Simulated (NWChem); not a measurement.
C₃H₈BeO; SMILES C[CH](C)[Be][OH]

```xyz
13

Be    -0.0202     1.1195    -0.2642
C      0.0049    -0.5755    -0.4233
C     -1.2525    -1.2522     0.1661
C      1.2859    -1.2125     0.1597
H      0.0056    -0.7838    -1.5075
H     -1.2341    -2.3422     0.0129
H     -1.3315    -1.0870     1.2492
H     -2.1779    -0.8759    -0.2879
H      2.1970    -0.8064    -0.2977
H      1.3016    -2.3024     0.0053
H      1.3643    -1.0461     1.2427
O     -0.0432     2.5350    -0.1956
H     -0.0213     3.1414     0.5475
```
Atoms are numbered in this order, from 1.

Computed with NWChem. All runs use the structure optimised with B3LYP/6-31G* (spherical d). GIAO values for the isolated, static molecule; σ is the absolute isotropic shielding, δ = σ(reference) − σ with the isolated reference molecule computed at the same levels (13C: tetramethylsilane, 1H: tetramethylsilane, 17O: water).

| level | δ C2 (ppm) | δ C4 (ppm) | δ H5 (ppm) | δ H6 (rotor mean) (ppm) | δ H9 (rotor mean) (ppm) | δ O12 (ppm) | δ H13 (ppm) |
|---|---|---|---|---|---|---|---|
| BHandHLYP/pcSseg-1 | 6.6 | 21.0 | 0.10 | 1.04 | 1.04 | 39.7 | 2.38 |
| PBE/pcSseg-1 | 9.7 | 22.2 | 0.39 | 1.10 | 1.10 | 50.2 | 2.27 |
| KT2/pcSseg-1 | ? | 22.1 | ? | 1.11 | 1.11 | ? | 2.27 |

Fill in the missing entries.


- KT2/pcSseg-1, δ C2 (ppm): 11.0
- KT2/pcSseg-1, δ H5 (ppm): 0.47
- KT2/pcSseg-1, δ O12 (ppm): 45.8
